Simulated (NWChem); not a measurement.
C2H7NSi2; SMILES [C@@H]1([SiH3])[SiH2]C=N1

```xyz
12

Si    -0.1622     1.9144     0.1423
C      0.1280     0.2214    -0.6716
N      1.4050    -0.4084    -0.2014
C      1.0221    -1.4851     0.4203
Si    -0.8223    -1.3108     0.0220
H     -0.2263     1.7421     1.6356
H      0.9363     2.8831    -0.1978
H     -1.4770     2.4628    -0.3459
H      0.1327     0.3636    -1.7748
H      1.7547    -2.1525     0.9145
H     -1.3868    -2.2784    -0.9866
H     -1.8373    -1.1338     1.1243
```
Atoms are numbered in this order, from 1.

Program: NWChem. Pople sets run with spherical d functions. Geometry: optimised at PBE-D3(BJ)/def2-SVP. Absolute isotropic GIAO shieldings of the H sites, static isolated molecule, three-fold rotors averaged.

| row | σ, PBE0/6-31G* (ppm) | σ, PBE0/6-311G** (ppm) |
|---|---|---|
| H10 | 23.09 | 22.54 |
| H12 | 25.70 | 25.39 |
| H11 | 25.73 | 25.28 |
| H6 (rotor mean) | 27.45 | 27.12 |
| H9 | 28.08 | withheld |

Problem. Fit a straight line of the last column on the one before it, predict the withheld value, and compare with the run.

Solution. 
1. Means of the 4 shown rows: x = 25.492, y = 25.083. Slope Σ(x − x̄)(y − ȳ)/Σ(x − x̄)² = 10.21/9.703 = 1.052; intercept -1.736.
2. The shown rows scatter about the line by 0.053 (root mean square); the largest residual is +0.09, at H12.
3. At x = 28.08 (H9; beyond the shown range) the line gives 27.80.
4. The run gives 27.53, -0.27 from the line, 5.1 times the scatter.
